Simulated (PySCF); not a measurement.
C10H6ClO (charge -1).
Bonds: O1–C2, C2–C3 (aromatic), C3–C4 (aromatic), C4–C5 (aromatic), C5–Cl6, C5–C7 (aromatic), C7–C8 (aromatic), C8–C9 (aromatic), C9–C10 (aromatic), C10–C11 (aromatic), C11–C12 (aromatic), C2–C12 (aromatic), C7–C12 (aromatic). Hydrogens: H13 on C3; H14 on C4; H15 on C8; H16 on C9; H17 on C10; H18 on C11.

Computed with PySCF, PBE0-D3(BJ)/def2-SVP geometry optimisation, gas phase.

**Question.** List the bond lengths and angles at this level.

**Answer.** 
```
   bond  length (bohr)     order
  O1–C2          2.356    single
  C2–C3          2.709  aromatic
  C3–C4          2.631  aromatic
  C4–C5          2.624  aromatic
 C5–Cl6          3.330    single
  C5–C7          2.676  aromatic
  C7–C8          2.686  aromatic
  C8–C9          2.607  aromatic
 C9–C10          2.665  aromatic
C10–C11          2.614  aromatic
C11–C12          2.654  aromatic
 C2–C12          2.802  aromatic
 C7–C12          2.710  aromatic
 C3–H13          2.066    single
 C4–H14          2.069    single
 C8–H15          2.065    single
 C9–H16          2.069    single
C10–H17          2.068    single
C11–H18          2.067    single
```

Orders are formal, as drawn. A selection of angles:
```
      angle  degrees
   O1–C2–C3    124.5
  O1–C2–C12    121.5
  C3–C2–C12    114.0
   C2–C3–C4    122.6
  C2–C3–H13    117.1
  C4–C3–H13    120.3
   C3–C4–C5    122.1
  C3–C4–H14    119.7
  C5–C4–H14    118.1
  C4–C5–Cl6    119.3
   C4–C5–C7    120.5
  Cl6–C5–C7    120.3
   C5–C7–C8    124.1
  C5–C7–C12    117.9
  C8–C7–C12    118.0
   C7–C8–C9    121.3
  C7–C8–H15    118.1
  C9–C8–H15    120.6
  C8–C9–C10    120.7
  C8–C9–H16    119.4
 C10–C9–H16    119.9
 C9–C10–C11    119.0
 C9–C10–H17    120.2
C11–C10–H17    120.7
C10–C11–C12    122.0
C10–C11–H18    122.7
C12–C11–H18    115.4
 C2–C12–C11    118.0
  C2–C12–C7    122.9
 C7–C12–C11    119.1
```

C5 (aromatic C–Cl carbon) is planar (angles 120.5°, 120.3° and 119.3°, sum 360.0°, 0.00 Å off the plane of its three neighbours). The 6-membered ring C2–C3–C4–C5–C7–C12 has internal angles of 114.0° to 122.9° (sum 720°, against 720° for a flat polygon); it is planar, 0.00 Å rms from its mean plane, widest ring torsion 0°. The C–C distances run from 1.380 Å (C8–C9, aromatic) to 1.483 Å (C2–C12, aromatic), a spread of 0.103 Å. C8 (aromatic CH carbon) is planar (angles 121.3°, 120.6° and 118.1°, sum 360.0°, 0.00 Å off the plane of its three neighbours). C7 (ring-fusion aromatic carbon) is planar (angles 124.1°, 118.0° and 117.9°, sum 360.0°, 0.00 Å off the plane of its three neighbours). C10 (aromatic CH carbon) is planar (angles 120.7°, 120.2° and 119.0°, sum 360.0°, 0.00 Å off the plane of its three neighbours). C9 (aromatic CH carbon) is planar (angles 120.7°, 119.9° and 119.4°, sum 360.0°, 0.00 Å off the plane of its three neighbours).

Point group: Cs (tolerance 0.08 Å). No frequency check. The geometry's basis has no diffuse functions, a weakness for an anion.
